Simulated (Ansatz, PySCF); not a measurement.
Si(CCH)2(Me)(OH) (C5H6OSi), SMILES C#C[Si](C)(O)C#C. Atoms are numbered in the order given.

```xyz
13

C      2.8496    -0.2918     0.0246
C      1.6329    -0.3229     0.0074
Si    -0.2051    -0.3978    -0.0252
C     -0.8125    -1.3178    -1.5134
O     -0.7718    -1.2006     1.3151
C     -0.8049     1.3414    -0.0265
C     -1.2192     2.4860    -0.0319
H      3.9249    -0.2619     0.0390
H     -0.4355    -2.3514    -1.4994
H     -1.9124    -1.3440    -1.5194
H     -0.4673    -0.8300    -2.4369
H     -0.5315    -0.8315     2.1701
H     -1.5830     3.4984    -0.0374
```
Charge 0, spin multiplicity 1.

Geometry optimised at PBE0-D3(BJ)/def2-SVP. Other conformers were not sampled.

Two levels are set side by side: PBE-D3(BJ)/def2-SVP (Ansatz, a quantum-chemistry and plane-wave program) and PBE0-D3(BJ)/def2-SVP (Ansatz). Each level has its own optimised geometry; the coordinates shown are those of the second. Frequencies come from the Hessian of PySCF at each geometry. Differences are taken from unrounded values.

```
quantity                            PBE0-D3(BJ)
----------------------------------  -----------
mean bond length (Å)                      1.337
bond C1–C2 (Å)                            1.217
bond C2–Si3 (Å)                           1.840
bond Si3–C4 (Å)                           1.852
bond Si3–O5 (Å)                           1.662
bond Si3–C6 (Å)                           1.840
bond C6–C7 (Å)                            1.217
bond C1–H8 (Å)                            1.076
bond C4–H9 (Å)                            1.100
bond C4–H10 (Å)                           1.100
bond C4–H11 (Å)                           1.100
bond O5–H12 (Å)                           0.962
bond C7–H13 (Å)                           1.076
highest harmonic wavenumber (cm⁻¹)         3932
mean harmonic wavenumber (cm⁻¹)            1202
zero-point energy (kcal/mol)              56.70
```

### Question
What does PBE-D3(BJ) give, and how far is it from PBE0-D3(BJ)? (The exact figures need the calculation; the answer reports its results.)

### Answer

```tsv
quantity	PBE-D3(BJ)	PBE-D3(BJ) minus PBE0-D3(BJ)
mean bond length (Å)	1.346	0.009
bond C1–C2 (Å)	1.229	0.012
bond C2–Si3 (Å)	1.845	0.005
bond Si3–C4 (Å)	1.864	0.012
bond Si3–O5 (Å)	1.680	0.018
bond Si3–C6 (Å)	1.845	0.005
bond C6–C7 (Å)	1.229	0.012
bond C1–H8 (Å)	1.083	0.007
bond C4–H9 (Å)	1.108	0.008
bond C4–H10 (Å)	1.108	0.008
bond C4–H11 (Å)	1.108	0.008
bond O5–H12 (Å)	0.973	0.011
bond C7–H13 (Å)	1.083	0.007
highest harmonic wavenumber (cm⁻¹)	3763	-169
mean harmonic wavenumber (cm⁻¹)	1161	-41
zero-point energy (kcal/mol)	54.76	-1.94
```

Exact exchange shortens and stiffens bonds; PBE has none. Differences between two approximate levels are no errors against the true value.
